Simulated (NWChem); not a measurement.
BGeH₃F₂; SMILES F[B](F)[GeH3]

Results from NWChem. Structure relaxed at the PBE0/def2-SVP level. Total energies of different functionals are on different scales.

```
level               energy (Ha)  highest occupied level (eV)  orbital gap (eV)  dipole (D)
------------------  -----------  ---------------------------  ----------------  ----------
B3LYP/def2-SVP       -2303.0628                        -8.68              7.60        0.61
PBE/def2-SVP         -2302.4590                        -7.53              5.73        0.47
PBE0/def2-SVP        -2302.5229                        -8.94              8.05        0.65
BP86/def2-SVP        -2303.2707                        -7.64              5.78        0.45
PW91/def2-SVP        -2303.0890                        -7.59              5.73        0.49
TPSS/def2-SVP        -2303.0105                        -7.71              6.02        0.46
BHandHLYP/def2-SVP   -2302.9054                       -10.22             10.34        0.79
B3PW91/def2-SVP      -2302.9479                        -8.72              7.64        0.62
MPW1K/def2-SVP       -2303.0790                        -9.99              9.72        0.77
HCTH/407/def2-SVP    -2304.0880                        -7.73              5.85        0.52
```
